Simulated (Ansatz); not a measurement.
Stepwise reaction of `[F][W](=[S])([Cl])([Cl])[Cl]` with hydrogen fluoride, as a gas-phase model of exchange steps in deposition or etching. ΔE in kJ/mol; ΔG adds harmonic PBE0-D4 terms to CCSD(T)/CBS, at 1 bar.

Calculated with Ansatz (gas phase, PBE0-D4/def2-TZVP geometries, no zero-point term in ΔE). CBS: MP2 limit from def2 TZ/QZ plus the TZ coupled-cluster correction, frozen cores. This one scheme is used for every species. DFT in def2-TZVPP. B3LYP here is the variant with VWN-RPA as its local correlation; programs differ in this. Elements past krypton have def2 core potentials. For W outer-core shells are correlated without core-valence functions, which leaves a few kJ/mol of doubt a bond.

| step | reaction | PBE-D4 | B3LYP-D4 | ωB97M-V | CCSD(T)/CBS | ΔG(400 K) |
| --- | --- | --- | --- | --- | --- | --- |
| 1 | `[F][W](=[S])([Cl])([Cl])[Cl]` + H–F → `[F][W]([F])(=[S])([Cl])[Cl]` + HCl | -14.4 | -16.5 | -21.1 | -5.3 | -11.1 |
| 2 | `[F][W]([F])(=[S])([Cl])[Cl]` + H–F → `[F][W]([F])([F])(=[S])[Cl]` + HCl | -17.8 | -21.0 | -25.1 | -10.2 | -16.1 |
| 3 | `[F][W]([F])([F])(=[S])[Cl]` + H–F → `[F][W]([F])([F])([F])=[S]` + HCl | -17.5 | -20.5 | -24.0 | -10.9 | -12.1 |

Question: By hand: ΔE of the 3 steps together at CCSD(T)/CBS.

Answer: (-5.3) + (-10.2) + (-10.9) = -26.4 kJ/mol, or -8.8 kJ/mol a step.

In ΔE step 3 is the lowest and step 1 the highest. All are downhill at CCSD(T)/CBS. ΔG lies between -16.1 and -11.1 kJ/mol a step. PBE-D4 differs from CCSD(T)/CBS by -9.1 to -6.6 kJ/mol a step. Only this route is followed, and other bonds may react first. Isolated molecules leave out the surface, adducts and barriers. Largest T1 diagnostic: 0.021.
